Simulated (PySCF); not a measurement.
Compound: C4H7N3O.
Geometry (GFN2-xTB, Å), atoms numbered from 1 in this order:
```xyz
15
C4H7N3O angstrom
C     -2.986   -0.256   -0.451
O     -1.809   -1.033   -0.336
C     -0.675   -0.319   -0.270
C      0.617   -0.811   -0.169
N      1.381    0.308   -0.137
C      2.807    0.404   -0.042
N      0.622    1.385   -0.213
N     -0.611    1.026   -0.293
H     -3.099    0.406    0.411
H     -2.959    0.354   -1.358
H     -3.809   -0.966   -0.495
H      1.010   -1.802   -0.121
H      3.161   -0.061    0.880
H      3.280   -0.088   -0.893
H      3.066    1.460   -0.040
```

Method used: TDDFT B3LYP/def2-SVPD, vertical, gas phase, core orbitals frozen in the response in PySCF.

Ground-to-excited transition dipoles (e·a0, same axes as the geometry; the sign carries no meaning), for the states with f of 0.002 or more among the lowest 7:

```
state  E (eV)      μx      μy      μz
   S1   5.609  -0.501   0.639  -0.062
   S2   5.647   0.062  -0.068  -0.166
   S3   5.900   0.016  -0.002  -0.310
   S4   6.405  -0.007   0.005   0.185
   S5   6.889   0.210   0.083   0.012
   S7   7.028  -0.273   0.167  -0.024
```

**Question.** Work out the oscillator strengths.

**Answer.** f = (2/3) ΔE |μ|² with ΔE in hartree (27.2114 eV).

| state | \|μ\|² (au) | \|μ\| (D) | f |
| --- | --- | --- | --- |
| S1 | 0.663 | 2.07 | 0.091 |
| S2 | 0.036 | 0.48 | 0.005 |
| S3 | 0.096 | 0.79 | 0.014 |
| S4 | 0.034 | 0.47 | 0.005 |
| S5 | 0.051 | 0.57 | 0.009 |
| S7 | 0.103 | 0.82 | 0.018 |

**Question.** Which bond between heavy atoms lies closest to the direction of the S1 transition dipole?

**Answer.** N5–N7, at 3° from it; next C1–O2 at 18°.

**Question.** What angle do the transition dipoles of S3 and S7 make?

**Answer.** |cos θ| = |μa·μb| / (|μa| |μb|) = 0.03, so θ ≈ 88° (taken between 0 and 90°, since the signs are arbitrary).

**Question.** How is the summed strength of these states shared among x, y and z?

**Answer.** (2/3) Σ ΔE μα² gives 0.055 for x, 0.063 for y and 0.024 for z, 0.142 in all.

**Question.** What peak molar absorption coefficient would the strongest computed level give as a lone Gaussian band 0.5 eV wide at half height?

**Answer.** ε(max) = 2.175×10⁸ f / FWHM, with the width in cm⁻¹. S1: 2.175×10⁸ × 0.0912 / 4033 ≈ 4900 L mol⁻¹ cm⁻¹.

Hardware: Arm Neoverse V1, one thread, shared host with 32 logical CPUs at a one-minute load of 15. Cost: 44 s wall (grids of density and orbitals included), 0.83 GiB resident at most.

One conformer stands for the species.
